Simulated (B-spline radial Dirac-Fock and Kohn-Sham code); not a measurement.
# What relativity does to the binding energies of V¹⁰⁺

System: V¹⁰⁺, configuration [Ne] 3s2 3p1.

Both columns are ΔSCF binding energies of the configuration average from a radial atomic solver: non-relativistic Hartree-Fock with a point nucleus, and Dirac-Fock with a finite nucleus and the Coulomb interaction alone, averaged over the two j levels with weights 2j+1.

```csv
shell,Hartree-Fock (eV),Dirac-Fock (eV),shift (eV),shift (%)
1s,5712.6,5752.0,+39.35,+0.69
2s,886.7,894.8,+8.12,+0.92
2p,781.3,782.6,+1.33,+0.17
3s,277.9,279.6,+1.72,+0.62
3p,253.6,254.0,+0.43,+0.17
```

Relativity binds 1s, 2s, 2p, 3s, 3p more strongly, among those listed most of all 2s in relative terms.

Values without a named source are computed, but for edge energies of neutral atoms, which are taken from tables.
